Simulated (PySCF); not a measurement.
# In: excitation energy

In [Kr] 4d10 5s2 5p1 (2P) → In [Kr] 4d10 5s1 5p1 6s1 (4P), as a difference of total energies. Computed with PySCF 2.14 in aug-cc-pVTZ-PP with one added diffuse shell each of d, f type with ECP28MDF (6s5p5d3f, 67 functions), with a scalar-relativistic core potential. Correlated levels: valence: 4s2 4p6 4d10 frozen. The calculations carry no spin-orbit coupling.

```csv
method,excitation energy (eV)
UHF,6.628
MP2 (valence),7.294
SCS-MP2 (valence),7.509
CCSD (valence),7.502
CCSD(T) (valence),7.520
```

Question: How much does correlation contribute at CCSD(T) (valence)?

Answer: 7.520 − (6.628) = 0.892 eV, measured against UHF.

The upper state lies above the first ionisation limit, but in LS coupling its spin forbids autoionisation to the ground ion; at this Z spin-orbit coupling breaks that rule. A Rydberg-like electron needs more diffuse functions than a valence basis has.

The promoted electron is Rydberg-like, and one or two diffuse shells describe it only roughly, which tends to raise the upper state.
